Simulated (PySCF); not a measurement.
A structure optimised at B3LYP-D3(BJ)/def2-SVP, used in a PySCF frequency run:

```
Al
O 1 1.7083
H 2 0.9614 1 128.26
As 1 2.4384 2 114.36 3 176.47
H 4 1.5313 1 90.14 2 54.93
H 4 1.5319 5 92.66 1 -90.92
As 1 2.4528 2 121.50 3 -3.52
H 7 1.5314 1 89.95 2 140.50
H 7 1.5328 8 92.55 1 91.05
```

**Question.** Write its SMILES and formula.

**Answer.** [OH][Al]([AsH2])[AsH2], AlAs2H5O

**Question.** What are its rotational constants (standard atomic weights)?

**Answer.** 3.2820, 0.69836, 0.58167 GHz
